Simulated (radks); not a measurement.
Mo2+, 40 electrons, occupied as [Kr] 4d4. Calculated with a radial shooting solver on a logarithmic mesh with Libxc functionals: Dirac Kohn-Sham, PBE, spin-unpolarised, spherical densities, point nucleus; open shells fill j = l - 1/2 first.

Spin-orbit splittings of the eigenvalues, e(l+1/2) - e(l-1/2), with zeta = 2 splitting/(2l+1) and mean radii in bohr:

\begin{tabular}{lrrrrr}
shell & occ. & splitting (eV) & zeta (eV) & <r> j=l-1/2 & <r> j=l+1/2 \\ \hline
2p & 6 & 106.6 & 71.04 & 0.1308 & 0.1353 \\
3p & 6 & 17.55 & 11.70 & 0.4233 & 0.4338 \\
3d & 10 & 3.322 & 1.329 & 0.4132 & 0.4167 \\
4p & 6 & 2.514 & 1.676 & 1.208 & 1.238 \\
4d & 4 & 0.2495 & 0.09978 & 1.720 & 1.736 \\
\end{tabular}
